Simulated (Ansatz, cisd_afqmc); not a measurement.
System: N2H3, charge 0, doublet. N2H3 (SMILES [NH]N, doublet).
B3LYP-D3(BJ)/def2-TZVP minimum from Ansatz (a quantum-chemistry and plane-wave program):
```xyz
5

N      0.6538    -0.3634     0.0929
N     -0.5533     0.1962    -0.1212
H      1.3346     0.3959     0.0182
H     -0.7098     1.1795     0.0658
H     -1.3281    -0.4050     0.1141
```
Charge 0, spin multiplicity 2.

Total energies in cc-pVTZ, 13 correlated electrons, 2 frozen orbitals. Radicals and triplets start from unrestricted determinants; spin-orbit coupling is neglected. Cores are frozen in correlated methods. No relativity. AFQMC/CISD: phaseless, guided by CISD from CCSD amplitudes; bars are statistical, one sigma. Outlying blocks are dropped, and bars are widened where a walk drifts. Over all cases where full CI ran beside it in this data, AFQMC minus full CI had a median of +0.1 mEh and passed +0.4 mEh in a tenth of the cases.

```json
[
 {"method": "HF", "program": "Ansatz", "energy (Eh)": "-110.62093", "minus AFQMC/CISD (mEh)": "437.7 ± 0.3"},
 {"method": "MP2", "program": "Ansatz", "energy (Eh)": "-111.02094", "minus AFQMC/CISD (mEh)": "37.7 ± 0.3"},
 {"method": "CCSD", "program": "Ansatz", "energy (Eh)": "-111.04202", "minus AFQMC/CISD (mEh)": "16.6 ± 0.3"},
 {"method": "CCSD(T)", "program": "Ansatz", "energy (Eh)": "-111.05783", "minus AFQMC/CISD (mEh)": "0.8 ± 0.3"},
 {"method": "AFQMC/CISD", "program": "cisd_afqmc", "energy (Eh)": "-111.0586 ± 0.0003", "minus AFQMC/CISD (mEh)": "0.0"}
]
```
